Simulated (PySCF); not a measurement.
Level of theory: PBE-D3(BJ)/def2-TZVP // r2SCAN-D4/def2-SVP run with PySCF. Gas-phase values, no solvent. One relaxed conformer stands for a flexible species; it need not be the lowest. 

Reference species: [Mo(Cl)6] (neutral, multiplicity 1).

```yaml
LUMO: -6.26 eV
coordination_number: 6
```

Changed species: [Mo(Cl)4(OH)2] (2 of 6 Cl replaced by OH; the reference has 0 of 6 Cl replaced by OH).

Task: Predict the effect on the LUMO and coordination number.

Result: the LUMO rises by 0.52 eV, to -5.74 eV; the coordination number is nearly the same.
